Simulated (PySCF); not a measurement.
## The first ionisation energy along the 3d series

All values are computed (PySCF 2.14, energy differences of UHF-based or UKS calculations, no spin-orbit coupling). Values in eV. The last column holds reference values (NIST; (s) semi-empirical, (t) theoretical, else measured). Unmarked ones compare directly (S terms, centres of terms, or small fine structure); those marked * lie between the lowest fine-structure levels and include a spin-orbit shift.

```json
{"element": "Sc (def2-TZVP, non-relativistic)", "configurations": "[Ar] 3d1 4s2 → [Ar] 3d1 4s1", "UHF": "5.367", "MP2 (valence)": "6.005", "SCS-MP2 (valence)": "6.134", "reference": "6.562"}
{"element": "Ti (def2-TZVP, non-relativistic)", "configurations": "[Ar] 3d2 4s2 → [Ar] 3d2 4s1", "UHF": "5.530", "MP2 (valence)": "6.227", "SCS-MP2 (valence)": "6.373", "reference": "6.828"}
{"element": "V (def2-TZVP, non-relativistic)", "configurations": "[Ar] 3d3 4s2 → [Ar] 3d4", "UHF": "5.882", "MP2 (valence)": "6.191", "SCS-MP2 (valence)": "6.633", "reference": "6.732"}
{"element": "Fe (def2-TZVP, non-relativistic)", "configurations": "[Ar] 3d6 4s2 → [Ar] 3d6 4s1", "UHF": "6.370", "MP2 (valence)": "7.226", "SCS-MP2 (valence)": "7.374", "reference": "7.904"}
{"element": "Co (def2-TZVP, non-relativistic)", "configurations": "[Ar] 3d7 4s2 → [Ar] 3d8", "UHF": "7.834", "MP2 (valence)": "6.905", "SCS-MP2 (valence)": "6.987", "reference": "7.869"}
{"element": "Ni (def2-TZVP, non-relativistic)", "configurations": "[Ar] 3d8 4s2 → [Ar] 3d9", "UHF": "7.700", "MP2 (valence)": "6.403", "SCS-MP2 (valence)": "6.635", "reference": "7.640 *"}
{"element": "Cu (def2-TZVP, non-relativistic)", "configurations": "[Ar] 3d10 4s1 → [Ar] 3d10", "UHF": "6.442", "MP2 (valence)": "7.161", "SCS-MP2 (valence)": "7.044", "reference": "7.726"}
{"element": "Zn (def2-TZVP, non-relativistic)", "configurations": "[Ar] 3d10 4s2 → [Ar] 3d10 4s1", "UHF": "7.636", "MP2 (valence)": "8.723", "SCS-MP2 (valence)": "8.760", "reference": "9.394"}
```

```
           method  elements  mean error (eV)  mean absolute error (eV)  largest error (eV)
              UHF         7           -1.136                     1.136              -1.758
    MP2 (valence)         7           -0.654                     0.654              -0.964
SCS-MP2 (valence)         7           -0.530                     0.530              -0.882
```

Errors include the incompleteness of the basis and the frozen core.

"Valence" correlates the outer s and p shells and, in groups 3 to 12 and the f block, the outer d or f shell, open or full, or the next shell where the ion has no valence electron left; the wider scheme adds the next inner shell.
